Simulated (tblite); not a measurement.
Species: C₅H₁₂SSi.
Numbering: `[CH3:1][CH2:2][Si:3]1([S:4][CH3:5])[CH2:6][CH2:7]1` (hydrogens: H8, H9, H10 on C1; H11, H12 on C2; H13, H14, H15 on C5; H16, H17 on C6; H18, H19 on C7)

A start from a force field or distance geometry was refined with GFN2-xTB geometry optimisation, gas phase (tblite). Values at the start:

```json
{"coordinate": "C1–C2", "start": "1.515 Å"}
{"coordinate": "C1–H8", "start": "1.096 Å"}
{"coordinate": "C2–Si3", "start": "1.893 Å"}
{"coordinate": "C2–H11", "start": "1.086 Å"}
{"coordinate": "Si3–S4", "start": "2.147 Å"}
{"coordinate": "Si3–C6", "start": "2.307 Å"}
{"coordinate": "S4–C5", "start": "1.811 Å"}
{"coordinate": "C5–H13", "start": "1.095 Å"}
{"coordinate": "C6–C7", "start": "1.464 Å"}
{"coordinate": "C6–H16", "start": "1.079 Å"}
{"coordinate": "C6–H17", "start": "1.076 Å"}
{"coordinate": "C1–C2–Si3", "start": "115.2°"}
{"coordinate": "C2–Si3–S4", "start": "110.2°"}
{"coordinate": "C2–Si3–C6", "start": "98.9°"}
{"coordinate": "Si3–S4–C5", "start": "103.8°"}
{"coordinate": "Si3–C6–C7", "start": "49.9°"}
{"coordinate": "S4–Si3–C6", "start": "98.3°"}
{"coordinate": "C6–Si3–C7", "start": "39.4°"}
{"coordinate": "C2–Si3–S4–C5", "start": "-179°"}
{"coordinate": "C2–Si3–C6–C7", "start": "128°"}
{"coordinate": "C2–Si3–C7–C6", "start": "-65°"}
```

**Question.** How do these coordinates change at the GFN2-xTB level?

**Answer.** 
```tsv
coordinate	GFN2-xTB (Å or °)	change
Si3–C6	1.886	-0.421
C6–C7	1.552	+0.088
C5–H13	1.084	-0.011
C1–H8	1.087	-0.009
Si3–S4	2.155	+0.008
S4–C5	1.817	+0.006
C1–C2	1.521	+0.006
C2–H11	1.091	+0.005
C6–H17	1.081	+0.005
C6–H16	1.081	+0.002
C2–Si3	1.891	-0.002
C2–Si3–C6	123.2	+24.3
S4–Si3–C6	120.1	+21.8
Si3–C6–C7	65.7	+15.8
C6–Si3–C7	48.6	+9.2
Si3–S4–C5	101.0	-2.8
C1–C2–Si3	112.5	-2.7
C2–Si3–S4	109.6	-0.6
C2–Si3–C7–C6	-107	-42
C2–Si3–C6–C7	107	-21
C2–Si3–S4–C5	178	-3
```

The energy falls by 35.4 kcal/mol over 152 L-BFGS steps, the largest force on an atom goes from 4.94 to 0.009 eV/Å, and the atoms move by 0.594 Å rms after alignment. The bond that changes most is Si3–C6 (four-coordinate silicon to sp3 carbon bound to silicon), which shortens by 0.421 Å. Bonds longer at the end by more than 0.005 Å: 5 of 19; shorter: 10. Among the dihedrals that turn most is C1–C2–Si3–C7, from -45° to 27°. Rotational constants go from 2848, 1129, 923.6 to 2750, 1186, 903.5 MHz.

Its GFN2-xTB frequencies are all real (lowest 21 cm⁻¹). The numbers are those of one conformer.

The numbers are calculated, not measured.
